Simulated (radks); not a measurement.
Values are calculated unless marked as measured or tabulated.
Ti VIII, 15 electrons, occupied as [Ne] 3s2 3p3. Level of theory: scalar-relativistic Kohn-Sham, r2SCAN, spin-unpolarised, spherical densities, finite nucleus; meta-GGA in the generalised Kohn-Sham scheme; Fermi nuclear charge, rms radius 3.5921 fm (a radial shooting solver on a logarithmic mesh with Libxc functionals).

Normalised radial functions P(r) = r R(r), r in bohr:

```
   r/bohr * 2s, o 3s (the largest magnitude, 1.81, reaches the edge; | marks zero, & curves that meet)
 0.002603                             |o*
 0.003336                             |o *
 0.004309                             |o  *
 0.005521                             | o  *
 0.007075                             | o   *
  0.00914                             |  o   *
  0.01171                             |  o    *
  0.01513                             |   o     *
  0.01939                             |    o     *
  0.02504                             |    o       *
  0.03209                             |    o       *
  0.04113                             |    o       *
  0.05312                             |   o      *
  0.06808                             |  o    *
  0.08794                             o *
   0.1127                       *  o  |
   0.1456              *        o     |
   0.1865       *            o        |
    0.239  *                 o        |
   0.3088  *                    o     |
   0.3957       *                     o
   0.5111               *             |       o
    0.655                      *      |              o
   0.8461                          *  |                 o
    1.084                            *|              o
    1.389                             *        o
    1.795                             *   o
      2.3                             *o
    2.971                             &
    3.807                             &
    4.918                             &
    6.302                             &
```

2s: eigenvalue -682.67 eV, 1 radial node at r = 0.0942 bohr, <r> = 0.323 bohr, 90 % of the charge inside 0.501 bohr. 3s: eigenvalue -182.01 eV, 2 radial nodes at r = 0.0912, 0.396 bohr, <r> = 0.918 bohr, 90 % of the charge inside 1.35 bohr.
